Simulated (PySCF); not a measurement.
How methods differ on the ionisation energy of Te⁴⁶⁺

Te⁴⁶⁺ [He] 2s2 2p2 [2p1/2^2, M_J = 0] → Te⁴⁷⁺ [He] 2s2 2p1 [2p1/2^1, M_J = 1/2], as a difference of total energies. Computed with PySCF 2.14 in an even-tempered Gaussian basis (17 s from 25 bohr⁻², ratio 2.4; 12 p from 33 bohr⁻², ratio 2.4; 5 d from 110 bohr⁻², ratio 2.6; 4 f from 160 bohr⁻², ratio 2.6), with the two-component X2C-1e Hamiltonian. Correlated levels: nothing frozen; the 32 highest virtual spinors dropped. "Screened" scales the spin-orbit matrix elements by Boettger's factors to mimic the two-electron term; Breit and QED terms are absent.

```
                    method  ionisation energy (eV)
           GHF (spin-free)                  8065.4
          GMP2 (spin-free)                  8065.1
 GHF (screened spin-orbit)                  8247.3
GMP2 (screened spin-orbit)                  8249.6
```

Task: How much does correlation contribute at GMP2 (screened spin-orbit)?

Result: 8249.6 − (8247.3) = 2.3 eV, measured against GHF (screened spin-orbit).

For this ion Breit and QED terms and the two-electron picture change, all absent here, outweigh the correlation shift from GHF to GMP2.

The spin-free rows relax to the high-spin LS determinant and lack the spin-orbit shift.

The labels give the starting determinants; with spin-orbit coupling the two ends relaxed to ⟨J²⟩ = 0.00, ⟨L²⟩ = 1.33, ⟨S²⟩ = 1.33 and ⟨J²⟩ = 0.75, ⟨L²⟩ = 2.00, ⟨S²⟩ = 0.75.

For comparison: 8240 ± 4 eV (theoretical estimate listed by NIST; NIST Atomic Spectra Database, ionization energies).
